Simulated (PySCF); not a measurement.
Method: PBE-D3(BJ)/def2-TZVP // r2SCAN-D4/def2-TZVP run with PySCF 2.14.0. All species are isolated molecules in the gas phase. One relaxed conformer stands for a flexible species; it need not be the lowest. Delta-SCF ions had no search for a lower state. Excitations are Tamm–Dancoff values on a coarser integration grid. The basis has no diffuse functions, so Rydberg states are missing or too high.

Reference species (SMILES): `N[SiH2][SiH2][SiH2]O` (neutral, multiplicity 1).

The brightest of the four lowest singlets (TDA) is 5.65 eV and the HOMO–LUMO gap comes out as 4.45 eV. The vertical ionisation energy (Delta-SCF) is 8.57 eV and the T1 excitation (TDA) comes out as 4.32 eV.

Changed species: `N[Si@@H](O)[SiH2][SiH3]`.

### Question
Give the shifts of the brightest of the four lowest singlets (TDA), HOMO–LUMO gap, vertical ionisation energy (Delta-SCF) and T1 excitation (TDA).

### Answer
the brightest of the four lowest singlets (TDA) rises by 0.04 eV, to 5.69 eV; the HOMO–LUMO gap rises by 0.68 eV, to 5.13 eV; the vertical ionisation energy (Delta-SCF) stays essentially unchanged; the T1 excitation (TDA) rises by 0.55 eV, to 4.87 eV.
